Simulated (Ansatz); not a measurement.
A nudged elastic band was laid between two geometries of ClF$_{4}$HZr (7 atoms, charge 0, multiplicity 1).

Theory: RHF/def2-SVP (Ansatz).

| Quantity | Value |
| --- | --- |
| movable images | 5 |
| climbing image | yes |
| spring | 5.0 eV/Å² |
| optimiser | quadratic models (default) |
| start path | through a guess of the saddle point |
| force threshold | 0.05 eV/Å |
| iteration limit | 60 |
| end points | relaxed |

Image 0:

```xyz
7
Properties=species:S:1:pos:R:3
Zr 0.023 0.000 0.077
Cl 0.371 0.000 2.467
F 1.796 0.000 -0.579
F -0.672 1.604 -0.665
F -0.672 -1.604 -0.665
F -2.249 0.000 1.001
H -2.339 0.000 1.908
```

Image 6:

```xyz
7
Properties=species:S:1:pos:R:3
Zr -0.397 0.000 -0.630
Cl -0.310 0.000 3.707
F 1.371 0.000 0.055
F -0.651 1.547 -1.698
F -0.651 -1.547 -1.698
F -1.706 0.000 0.763
H -1.397 0.000 3.044
```

Problem. Which bonds break or form, and what moves?

Solution. Bonds broken: Zr1–Cl2, F6–H7. Bonds formed: Cl2–H7. ClF4HZr becomes ClH + F4Zr.

Problem. Give the energies along the band, and the barrier.

Solution. It converged. The highest image is number 3 of 0 to 6, 19.9 kcal/mol above the first end and 15.4 kcal/mol above the last; the last end lies 4.5 kcal/mol above the first. A vibrational analysis at the climbing image gives one clearly imaginary mode, 1150i cm⁻¹, and a faint second one (23i cm⁻¹) that may be numerical noise or a soft torsion: probably a first-order saddle point. The orbitals stay closed-shell, which can raise the energy where a bond breaks towards radicals; this wasn't checked here.

```json
{"image": "0", "path coordinate (Å)": "0.00", "energy (kcal/mol)": "0.0", "Zr1–Cl2 (Å)": "2.42", "F6–H7 (Å)": "0.91", "Cl2–H7 (Å)": "2.77"}
{"image": "1", "path coordinate (Å)": "0.47", "energy (kcal/mol)": "1.4", "Zr1–Cl2 (Å)": "2.45", "F6–H7 (Å)": "0.92", "Cl2–H7 (Å)": "2.31"}
{"image": "2", "path coordinate (Å)": "0.93", "energy (kcal/mol)": "7.6", "Zr1–Cl2 (Å)": "2.55", "F6–H7 (Å)": "0.95", "Cl2–H7 (Å)": "1.92"}
{"image": "3", "path coordinate (Å)": "1.40", "energy (kcal/mol)": "19.9", "Zr1–Cl2 (Å)": "2.71", "F6–H7 (Å)": "1.23", "Cl2–H7 (Å)": "1.47"}
{"image": "4", "path coordinate (Å)": "2.13", "energy (kcal/mol)": "8.2", "Zr1–Cl2 (Å)": "3.01", "F6–H7 (Å)": "1.97", "Cl2–H7 (Å)": "1.28"}
{"image": "5", "path coordinate (Å)": "2.85", "energy (kcal/mol)": "5.2", "Zr1–Cl2 (Å)": "3.60", "F6–H7 (Å)": "2.34", "Cl2–H7 (Å)": "1.27"}
{"image": "6", "path coordinate (Å)": "3.58", "energy (kcal/mol)": "4.5", "Zr1–Cl2 (Å)": "4.34", "F6–H7 (Å)": "2.30", "Cl2–H7 (Å)": "1.27"}
```

Problem. What is the geometry of the highest image?

Solution. 
```xyz
7
Properties=species:S:1:pos:R:3:forces:R:3
Zr -0.320 0.000 -0.068 -0.01 0.00 -0.02
Cl -0.025 0.000 2.630 -0.02 0.00 0.01
F 1.575 0.000 -0.126 0.01 0.00 -0.01
F -0.744 1.556 -1.048 0.00 0.01 0.00
F -0.744 -1.556 -1.048 0.00 -0.01 0.00
F -2.079 0.000 1.086 0.01 0.00 0.03
H -1.405 0.000 2.116 0.00 0.00 -0.02
```

The run took 2.9 min on 2 threads of Arm Neoverse N1, on a shared host, peak memory 0.24 GiB.
